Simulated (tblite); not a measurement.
BrPb (SMILES [Br][Pb]), doublet, geometry from GFN2-xTB (such geometries of metal compounds can be far from the true shape) (the spin is typed, not shown lowest); tblite with GFN1-xTB.

Here is a job for tblite.
```
$ tblite run mol.xyz --method gfn1 --charge 0 --spin 1 --guess eeq --json tblite.json --no-restart

# file mol.xyz
2

Pb    -0.00000000    -0.00000000    -0.78589737
Br     0.00000000     0.00000000     1.84124527
```

Question: Write the output that tblite gives for this input, abridged.

Answer: 
```
xTB calculator
 | screened Coulomb repulsion
 | Coulomb electrostatics
 |  * isotropic Klopman-Ohno-Mataga-Nishimoto electrostatics
 |  * onsite third-order electrostatics
 | DFT-D3(BJ) dispersion correction

halogen bonding energy    0.0000000000000E+00 Eh
repulsion energy          4.1496761129414E-03 Eh
dispersion energy        -4.3951725125966E-04 Eh
number of electrons       1.1000000000000E+01 e
integral cutoff           2.4921834820047E+01 bohr

------------------------------------------------------------
  cycle        total energy    energy error   density error
------------------------------------------------------------
      1     -4.237628261064  -4.2413384E+00   2.0278375E+00
      2     -2.829440624794   1.4081876E+00   1.7122153E+00
      3     -5.087046318859  -2.2576057E+00   9.1414500E-01
      4     -5.327102327568  -2.4005601E-01   6.4116915E-01
      5     -5.413629976255  -8.6527649E-02   4.0604028E-01
      6     -5.242117782257   1.7151219E-01   7.4994547E-01
      7     -5.491037311032  -2.4891953E-01   2.9060212E-02
      8     -5.485597714345   5.4395967E-03   1.2154520E-01
      9     -5.488752300227  -3.1545859E-03   7.9906304E-02
     10     -5.491803810680  -3.0515105E-03   1.0725767E-02
     11     -5.491713924836   8.9885844E-05   1.6995732E-02
     12     -5.491794669979  -8.0745143E-05   6.6784835E-03
     13     -5.491813591140  -1.8921161E-05   1.5143866E-04
     14     -5.491813552187   3.8952783E-08   3.2650169E-04
     15     -5.491813603022  -5.0834793E-08   7.7743964E-05
     16     -5.491813604891  -1.8698767E-09   1.7712758E-06
------------------------------------------------------------

electronic energy        -5.4955237637532E+00 Eh
total energy             -5.4918136048915E+00 Eh

Post processing:
 | Mayer-Wiberg bond orders

[Info] JSON dump of results written to 'tblite.json'
```
